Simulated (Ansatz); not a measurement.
Isomers of Be5Se4 (singlet), relaxed with B3LYP-D4/def2-SVP; total energies from Ansatz at PBE0-D4/def2-TZVP.

```tsv
isomer	description	energy (Eh)
A	point group Cs; 12 × Be–Se 2.13 to 2.25 Å; 1 × Be–Be 2.02 Å	-9679.07289
B	point group C2; 8 × Be–Se 2.03 to 2.04 Å; 1 × Be–Be 2.05 Å	-9679.05055
```

The isomers come from a short search, and lower ones may exist.

**Question.** Work out the relative energies (1 Eh = 2625.5 kJ/mol) and the Boltzmann populations at 1200 K from electronic energies alone (R = 8.314 J/mol/K).

**Answer.** ΔE: A 0.0, B 58.7 kJ/mol. RT = 9.98 kJ/mol. Factors exp(−ΔE/RT): A 1, B 0.00279; sum 1.003. Populations: A 99.7 %, B 0.3 %. Zero-point energy, vibrational entropy and symmetry numbers are left out and can shift these; an error of 4 kJ/mol changes a ratio by a factor of 1.5. Over the other density-functional and correlated levels in def2 sets, the gap between A and B ranges from -23 to 65 kJ/mol.
